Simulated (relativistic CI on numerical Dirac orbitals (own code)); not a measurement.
# What each ingredient does to the levels of Pt LXXI

Base calculation: Dirac-Coulomb-Breit CI, orbitals from a KLI potential per configuration, QED by a radiative potential, unscaled Slater integrals.

Configurations in the expansion (outside the closed core 1s2): 2s²2p⁴, 2s2p⁵, 2p⁶, 2p⁵3s, 2s²2p³3s, 2p⁵3p, 2s²2p³3p, 2p⁵3d, 2s²2p³3d, 2s2p⁴3s, 2s2p⁴3p, 2s2p⁴3d, 2s²2p³4s, 2s²2p³4p, 2s²2p³4d, 2s²2p³4f, 2s²2p²3s², 2s²2p²3s3p, 2s2p⁴4s, 2s²2p³5s, 2s²2p²3s3d, 2s2p⁴4p, 2s²2p³5p, 2s²2p²3p², 2s²2p³5d, 2s²2p³5f, 2s2p⁴4d, 2s²2p³5g, 2s2p⁴4f, 2s²2p²3p3d, 2s2p³3s², 2s²2p²3d², 2s2p³3s3p, 2s2p³3s3d, 2s2p³3p², 2s2p⁴5s. Levels of other configurations are missing.

Variants: (1) P86 correlation estimate; (2) Breit term removed; (3) one mean potential for all configurations. Shifts of the energy above 2s²2p⁴ ³P2, in eV, for the lowest level and the first level of each name with at least 55 % of one term (blank where a level changes its place among those of its configuration and J or its character, or is not in the variant):

```
        Level     Base  Δ(1)   Δ(2)  Δ(3)
   2s²2p⁴ ³P2      0.0   0.0    0.0   0.0
   2s²2p⁴ ¹S0     66.2   0.0  -10.4   0.0
   2s²2p⁴ ³P1   1788.5   0.0  +15.4  +0.1
   2s²2p⁴ ¹D2   1807.4   0.0  +24.8  +0.1
   2s2p⁵ ³P°2   2232.6  +0.1   +0.7  +0.3
   2s2p⁵ ¹P°1   2324.3  +0.1   -2.8  +0.3
   2s²2p⁴ ³P0   3625.4   0.0  +33.5  +0.2
   2s2p⁵ ³P°0   4034.6  +0.1  +15.6  +0.3
   2s2p⁵ ³P°1   4074.6  +0.1  +21.2  +0.3
      2p⁶ ¹S0   4598.2  +0.1   -4.5  +0.7
 2s²2p³3p ³P0  10320.9  +1.4  +10.3  -0.8
2s²2p³3d ³P°0  10405.9  +1.2  +10.1  -1.2
2s²2p³3s ³S°1  11399.2  +1.4  +35.5  -0.4
2s²2p³3s ³D°3  11410.7  +1.4  +48.2  -0.3
```

At this charge energies of transitions that change n are usually good to better than 1 %, and those within a shell (Δn = 0) to a few per cent.

Ionisation energy from the two ground configurations alone: base 18274.4 eV; Breit term removed 18295.6 eV. The NIST ASD value (theoretical) is 18280 eV.

LS names give the leading component of a level, which can be under half, so a name can repeat, a term be missing and a line seem to break the LS rules.
